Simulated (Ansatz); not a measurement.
CH6BFSSi can be A, `BSC(F)[SiH3]`, or B, `BCS[SiH2]F`.

Program: Ansatz. Geometries: PBE0-D4/def2-TZVP. ΔE: electronic, gas phase. CBS: MP2 limit from def2 TZ/QZ plus the TZ coupled-cluster correction, frozen cores. Functionals use def2-TZVPP. B3LYP here is the variant with VWN-RPA as its local correlation; programs differ in this. Each species was taken in one conformer, which may not be the lowest.

(1) Which isomer does CCSD(T)/CBS put lower? Give the gap. (Estimate.)

(2) Give E(B) − E(A) in kcal/mol with B3LYP-D4, CCSD(T)/def2-SVP, ωB97M-V, CCSD(T)/def2-TZVPP, r2SCAN-D4, BLYP-D4, HF/def2-TZVPP. (Estimate.)

(3) Does the order hold for the free energy at 298.15 K (harmonic terms from PBE0-D4)? (Estimate.)

Largest T1 diagnostic: 0.014.

Answers

(1) Ansatz gave: B, by 48.6 kcal/mol.

(2) Ansatz gave: B3LYP-D4 -45.9, CCSD(T)/def2-SVP -39.8, ωB97M-V -47.1, CCSD(T)/def2-TZVPP -47.0, r2SCAN-D4 -46.1, BLYP-D4 -43.2, HF/def2-TZVPP -52.3. None reverses the order clearly.

(3) The calculation gave: Yes: G(B) − G(A) = -48.0 kcal/mol, for one conformer each. Modes under 60 cm⁻¹, often nearly free rotors, make the harmonic entropy too high.

At CCSD(T), def2-SVP lies +8.9 kcal/mol from the extrapolated value and def2-TZVPP +1.6 kcal/mol. In def2-TZVPP, CCSD(T) changes the Hartree–Fock value by +5.3 kcal/mol (the triples alone add +1.4 kcal/mol) and MP2 by +2.3 kcal/mol.
